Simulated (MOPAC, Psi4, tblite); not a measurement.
Intermolecular potential of CF4 ··· BCl3 (SMILES FC(F)(F)F and ClB(Cl)Cl), singlet. Monomers: optimised at B3LYP-D3(BJ) (def2-TZVP), held rigid. Orientation: a random orientation, not optimised. Only R, the distance of the centres of mass, is varied, so the lowest point isn't the relaxed dimer.

Geometry at R = 5.60 Å (first 5 atoms: monomer A):
```
9

F     -0.6669    -0.6508    -0.9433
C      0.0000     0.0000     0.0000
F     -0.5182     1.2110     0.1516
F     -0.0890    -0.6650     1.1439
F      1.2741     0.1047    -0.3523
Cl     3.3808     1.6997    -5.5106
B      3.7763     0.8283    -4.0512
Cl     5.3305     1.0580    -3.2912
Cl     2.6181    -0.2745    -3.3523
```

- PM6, restricted, heats of formation (MOPAC)
- PM3, restricted, heats of formation (MOPAC)
- GFN2-xTB (tblite)
- SAPT0/jun-cc-pVDZ, frozen core (Psi4)

Interaction energies in kJ/mol; the last columns give the difference from SAPT0:

```csv
R / Å,PM6,PM3,GFN2-xTB,SAPT0/jun-cc-pVDZ,PM6 − SAPT0/jun-cc-pVDZ,PM3 − SAPT0/jun-cc-pVDZ,GFN2-xTB − SAPT0/jun-cc-pVDZ
4.98,-3.82,3.98,1.56,10.91,-14.73,-6.93,-9.36
5.23,-3.64,1.82,-1.46,3.57,-7.21,-1.76,-5.03
5.43,-1.81,1.90,-2.18,1.03,-2.85,0.87,-3.22
5.60,-0.76,1.85,-2.29,0.02,-0.77,1.83,-2.31
5.80,-0.28,1.47,-2.13,-0.50,0.21,1.97,-1.63
6.04,-0.22,0.91,-1.78,-0.65,0.44,1.56,-1.13
6.27,-0.21,0.48,-1.45,-0.62,0.41,1.09,-0.83
6.56,-0.16,0.15,-1.09,-0.50,0.34,0.65,-0.59
7.09,-0.07,-0.05,-0.63,-0.31,0.24,0.26,-0.33
7.79,-0.02,-0.06,-0.32,-0.16,0.13,0.10,-0.16
8.77,-0.01,-0.03,-0.14,-0.07,0.06,0.04,-0.07
10.13,0.00,-0.01,-0.06,-0.03,0.03,0.02,-0.03
```

PM6 is furthest from SAPT0/jun-cc-pVDZ at 4.98 (-14.73 kJ/mol, below); its mean absolute difference over the points is 2.29 kJ/mol.

PM3 is furthest from SAPT0/jun-cc-pVDZ at 4.98 (-6.93 kJ/mol, below); its mean absolute difference over the points is 1.42 kJ/mol.

GFN2-xTB is furthest from SAPT0/jun-cc-pVDZ at 4.98 (-9.36 kJ/mol, below); its mean absolute difference over the points is 2.06 kJ/mol.
